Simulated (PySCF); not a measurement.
C6H9OP.
Atom-mapped SMILES: `[CH2:1]=[CH:2][P:3](=[O:4])([CH:5]=[CH2:6])[CH:7]=[CH2:8]` (hydrogens: H9, H10 on C1; H11 on C2; H12 on C5; H13, H14 on C6; H15 on C7; H16, H17 on C8)

Level of theory: PBE0-D3(BJ)/def2-SVP geometry optimisation, gas phase (PySCF 2.14.0).

(1) List the bond lengths, angles and torsions at this level.

## Answers

(1) 
```tsv
bond	length (bohr)
C1=C2, C5=C6, C7=C8	2.521
C2–P3, P3–C5, P3–C7	3.417
P3=O4	2.835
C1–H9, C6–H13, C8–H16	2.068
C1–H10, C6–H14, C8–H17	2.070
C2–H11, C5–H12, C7–H15	2.072
```

Bonds in one row agree within 0.02 bohr and their mean is given. A selection of angles:
```tsv
angle	degrees
C1–C2–P3	118.2
C2–P3–O4	113.4
C2–P3–C5	105.4
```

Torsions: C1–C2–P3–O4 -1° (synperiplanar); C2–P3–C5–C6 124° (anticlinal); C2–P3–C7–C8 -125° (anticlinal).

P3 (phosphoryl phosphorus) is distorted tetrahedral (angles from 105.1° to 113.7°). All 3 C–P bonds measure 1.808 Å. Of the pairs four or more bonds apart, O4···H10 is among the closest relative to their van der Waals radii: 2.55 Å, 94 % of the sum of Bondi's values. All 3 C–C bonds measure 1.334 Å.

Point group: C3v (tolerance 0.08 Å). Whether it is a minimum is left open (no frequencies). The numbers are those of one conformer.
